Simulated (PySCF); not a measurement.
**Ionisation energy of Mn by level of theory**

Mn [Ar] 3d5 4s2 (6S) → Mn+ [Ar] 3d5 4s1 (7S), as a difference of total energies. Calculation: PySCF 2.14, in x2c-TZVPPall (6s5p4d2f1g, 64 functions); the spin-free X2C one-electron Hamiltonian (Gaussian nucleus). Correlated levels: valence: [Ar] frozen; valence and next inner shell: [Ne] frozen. The calculations carry no spin-orbit coupling.

Q: Order these methods by the ionisation energy they give, lowest first.
A. MP2 (valence and next inner shell)
B. PW91
C. r2SCAN
D. PBE0

A: C (6.963 eV), A (7.065 eV), D (7.126 eV), B (7.327 eV).

Errors of the correlated levels include the incompleteness of this basis and the frozen core.

MP2 underrates the near-degeneracy of ns² with np² in the lower species.

For comparison: 7.434 eV (measured; NIST Atomic Spectra Database, ionization energies).
